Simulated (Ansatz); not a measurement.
**Strength of the Ge–H bond: C3H5FGe → C3H4FGe + H**

Species: C3H5FGe `C#[C][GeH]([CH3])[F]`, singlet; C3H4FGe `C#[C][Ge]([CH3])[F]`, doublet; H atom, doublet. 

Shapes, held fixed at every level: PBE0-D4/def2-TZVP. Programs: Ansatz 0.2.0. The zero-point and thermal change to 298 K, harmonic and unscaled (PBE0-D4/def2-TZVP), is -17.3 kJ/mol.

Estimate ΔH(298 K) of this reaction.

The highest level, CCSD(T)/def2-TZVPP, gives ΔH(298 K) = +362.8 kJ/mol; the levels span +342.6 to +362.8. The column of differences is taken from that level and isn't an error. No measured value is set beside it here. Spin contamination: C3H4FGe (⟨S²⟩ up to 0.79). Open shells run unrestricted. Relativity is left out for Ge. Outer-core shells of Ge are correlated, in sets that cover them unevenly.

```csv
level,kind,ΔH(298 K) (kJ/mol),less CCSD(T)/def2-TZVPP
MP2/def2-SVP,perturbation theory,+350.6,-12.2
MP2/def2-TZVPP,perturbation theory,+359.5,-3.3
BHLYP-D4/def2-TZVPP,global hybrid,+355.7,-7.1
PBE0-D4/def2-TZVPP,global hybrid,+342.6,-20.2
wB97X-V/def2-TZVPP,range-separated hybrid,+361.9,-0.9
B2PLYP/def2-TZVPP,double hybrid,+352.4,-10.4
CCSD(T)/def2-SVP,coupled cluster or CI,+353.6,-9.2
CCSD(T)/def2-TZVPP,coupled cluster or CI,+362.8,0.0
```
